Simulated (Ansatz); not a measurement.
B5As5H18, a cluster cut from wurtzite BAs (hydrogen-capped), relaxed as a singlet with RKS PBE-D4/def2-SVP in Ansatz, starting from the GFN2-xTB geometry. Force threshold 0.03 eV/Å.

Start:

```xyz
28

As   -0.687    2.242   -2.490
B     0.398    0.518   -2.672
As    0.239   -0.502   -0.881
B     0.884   -2.464   -0.842
As    0.212   -3.291    0.904
B    -0.377    3.566   -0.960
As   -0.410    2.345    0.685
B     0.659    0.609    0.821
As    0.050   -0.495    2.427
B     0.601   -2.444    2.728
H    -0.805    3.003   -3.792
H    -2.157    1.907   -2.510
H    -0.023   -0.158   -3.561
H     1.548    0.814   -2.822
H    -1.303   -0.633   -0.685
H     0.451   -3.051   -1.787
H     2.081   -2.455   -0.813
H    -1.278   -3.507    0.809
H     0.461   -4.781    0.983
H    -1.235    4.390   -0.886
H     0.725    4.019   -1.060
H    -1.844    1.930    0.924
H    -0.373    3.111    1.998
H     1.833    0.838    0.884
H    -1.459   -0.444    2.377
H     0.073    0.338    3.699
H     1.781   -2.472    2.918
H    -0.043   -2.932    3.604
```

```csv
step,energy (eV),largest force component (eV/Å),SCF passes
1,-307791.6737,0.832,19
2,-307791.8879,0.366,19
3,-307791.9675,0.097,20
4,-307792.0104,0.301,18
5,-307792.0228,0.032,18
6,-307792.0254,0.014,19
7,-307792.0265,0.022,19
```

Force components are those of the run's own axes.

End:

```xyz
28

As   -0.652    2.270   -2.560
B     0.337    0.473   -2.629
As   -0.073   -0.555   -0.886
B     0.808   -2.422   -0.853
As    0.263   -3.357    0.890
B    -0.317    3.523   -0.963
As   -0.556    2.374    0.728
B     0.382    0.555    0.803
As   -0.088   -0.504    2.493
B     0.649   -2.416    2.679
H    -0.392    3.076   -3.826
H    -2.156    2.062   -2.730
H    -0.042   -0.186   -3.585
H     1.533    0.732   -2.605
H    -1.593   -0.753   -0.805
H     0.427   -3.066   -1.819
H     2.015   -2.234   -0.786
H    -1.208   -3.765    0.843
H     0.880   -4.748    0.972
H    -1.097    4.461   -0.936
H     0.872    3.814   -0.989
H    -2.035    2.155    1.038
H    -0.189    3.192    1.962
H     1.588    0.751    0.803
H    -1.607   -0.483    2.655
H     0.278    0.312    3.728
H     1.863   -2.288    2.753
H     0.112   -2.973    3.623
```

By distances, no bond broke or formed. The bond that changes most is B10–H28, from 1.19 to 1.22 Å (atoms count from 1).

The force fell under the threshold at step 6, but the optimiser went on. No frequencies were taken in this run, so the end may be a saddle point.

It took 49 s on 4 threads of Arm Neoverse V2 on a shared host, peak host memory 0.92 GiB.
